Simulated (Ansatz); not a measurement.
Input for Ansatz (a program for electronic structure): U-PBE/def2-TZVPP on F2Pb (SMILES [F][Pb][F]), a point of a bond scan (R = 2.467 Å). Elements past Kr take the def2 small-core potentials; no spin–orbit coupling.

Ansatz 0.2 input:
```yaml
crystal:
  periodic: [false, false, false]
  atoms:
    - {symbol: Pb, position_ang: [0.02962032, -0.01891666, 0.24316538]}
    - {symbol: F, position_ang: [0.76853131, 1.69620465, -1.36838441]}
    - {symbol: F, position_ang: [-0.91525349, -1.23799932, -1.11571404]}
basis:
  gaussian:
    orbitals: def2-TZVPP
hamiltonian:
  xc: {name: PBE}
magnetization: {spin_polarized: true, initial_magnetization: 0}
```

It printed:

```
WARN ansatz: RAYON_NUM_THREADS=1 ignored (pool sized by the plan → 1); use --threads N
Functional definition: PBE
integrals: 0.03 GiB planned
694 factors; their error is unknown
mean field: 0.31 GiB planned
mean field evaluation 1: about -10673.6697 eV, gradient 4.9e1 eV
mean field evaluation 2: about -10371.0297 eV, gradient 1.7e2 eV
mean field evaluation 4: about -10679.6297 eV, gradient 2.1e1 eV
mean field evaluation 8: about -10681.9293 eV, gradient 3.0e0 eV
mean field evaluation 16: about -10681.9602 eV, gradient 1.8e-3 eV
mean field -10681.96017551 eV, -392.5547959575 hartree, gradient 5.3e-5 eV, S^2 0.000000; 0 other end points of the search recorded, 0 dependent functions left out
reference -10681.96021731 eV, -392.5547974936 hartree; 20, 20 occupied and 92, 92 virtual orbitals, 694 factors
Total energy: -10681.96021731 eV, -392.5547974936 hartree
```

Self-consistency was reached.

Cost: about 1.6 core-seconds (a rough figure).
